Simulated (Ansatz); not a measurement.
Cost and result for the atomization energy of `O=C1NB1O` (7 atoms, 7 bonds).

| atom | x (Å) | y (Å) | z (Å) |
| --- | --- | --- | --- |
| O1 | 0.0150 | -2.2598 | -0.7883 |
| C2 | -0.0116 | -1.1555 | -0.3428 |
| N3 | 0.2744 | 0.1400 | -0.8159 |
| B4 | -0.1563 | 0.0909 | 0.5203 |
| O5 | -0.4246 | 0.8266 | 1.6043 |
| H6 | 0.5925 | 0.5857 | -1.6681 |
| H7 | -0.2895 | 1.7721 | 1.4905 |

Total charge 0; spin multiplicity 1. All single points use the PBE0-D4/def2-TZVP geometry. It is one conformer, not always the lowest. Program: Ansatz. All runs use 2 threads of an Arm Neoverse V2 on a shared host. Times are those of one run each, without the atoms' runs, and a repeat can differ threefold. Electronic energies, without spin–orbit coupling; frozen cores. CCSD(T)/CBS adds CCSD(T) − MP2 in def2-TZVPP to the MP2 limit, and its time is that of the two runs behind it. T1 = 0.016.

CCSD(T)/CBS is a level of theory with its own doubt, some kJ/mol a heavy atom from the limit and from the frozen cores, so smaller differences don't rank the functionals.

```json
{"level": "LDA (SPW92)/def2-TZVPP", "functions": "183", "wall time": "1 s", "atomization (kcal/mol)": "897.2", "difference from CCSD(T)/CBS": "156.0", "per bond": "22.3"}
{"level": "revPBE-D4/def2-TZVPP", "functions": "183", "wall time": "1.6 s", "atomization (kcal/mol)": "758.3", "difference from CCSD(T)/CBS": "17.1", "per bond": "2.4"}
{"level": "PBE-D4/def2-TZVPP (with forces)", "functions": "183", "wall time": "2.1 s", "atomization (kcal/mol)": "787.4", "difference from CCSD(T)/CBS": "46.2", "per bond": "6.6"}
{"level": "BHLYP-D4/def2-TZVPP", "functions": "183", "wall time": "2.2 s", "atomization (kcal/mol)": "704.2", "difference from CCSD(T)/CBS": "-37.0", "per bond": "-5.3"}
{"level": "CAM-B3LYP-D4/def2-TZVPP", "functions": "183", "wall time": "2.6 s", "atomization (kcal/mol)": "751.7", "difference from CCSD(T)/CBS": "10.5", "per bond": "1.5"}
{"level": "CCSD(T)/def2-SVP", "functions": "80", "wall time": "3 s", "atomization (kcal/mol)": "701.3", "difference from CCSD(T)/CBS": "-39.9", "per bond": "-5.7"}
{"level": "r2SCANh-D4/def2-TZVPP", "functions": "183", "wall time": "4 s", "atomization (kcal/mol)": "742.5", "difference from CCSD(T)/CBS": "1.3", "per bond": "0.2"}
{"level": "PBE-QIDH/def2-TZVPP", "functions": "183", "wall time": "4.2 s", "atomization (kcal/mol)": "740.5", "difference from CCSD(T)/CBS": "-0.7", "per bond": "-0.1"}
{"level": "ωB97X-V/def2-TZVPP", "functions": "183", "wall time": "6.5 s", "atomization (kcal/mol)": "747.8", "difference from CCSD(T)/CBS": "6.6", "per bond": "0.9"}
{"level": "B97M-V/def2-TZVPP", "functions": "183", "wall time": "7 s", "atomization (kcal/mol)": "750.2", "difference from CCSD(T)/CBS": "9.0", "per bond": "1.3"}
{"level": "MP2/def2-QZVPP", "functions": "345", "wall time": "14 s", "atomization (kcal/mol)": "766.0", "difference from CCSD(T)/CBS": "24.8", "per bond": "3.5"}
{"level": "CCSD(T)/def2-TZVPP", "functions": "183", "wall time": "64 s", "atomization (kcal/mol)": "716.5", "difference from CCSD(T)/CBS": "-24.7", "per bond": "-3.5"}
{"level": "CCSD(T)/CBS(def2)", "functions": "–", "wall time": "78 s", "atomization (kcal/mol)": "741.2", "difference from CCSD(T)/CBS": "0.0", "per bond": "0.0"}
```

From PBE to PBE0 (25 % exact exchange), in def2-TZVPP and without D4, the atomization energy moves by −32.8 kcal/mol: exact exchange takes away binding that semilocal exchange gives to molecules. The D4 term adds +4.1 kcal/mol with B3LYP and +2.1 kcal/mol with PBE0; it sums over pairs of atoms, weighted by their polarisabilities, and B3LYP, whose exchange is more repulsive, gets the larger term. At CCSD(T), def2-SVP lies −40.0 kcal/mol from the extrapolated value and def2-TZVPP −24.7 kcal/mol: correlation converges slowly with the basis, and small sets miss more of it in the bonded molecule than in its fragments.

B3LYP here is the variant with VWN-RPA as its local correlation; programs differ in this.
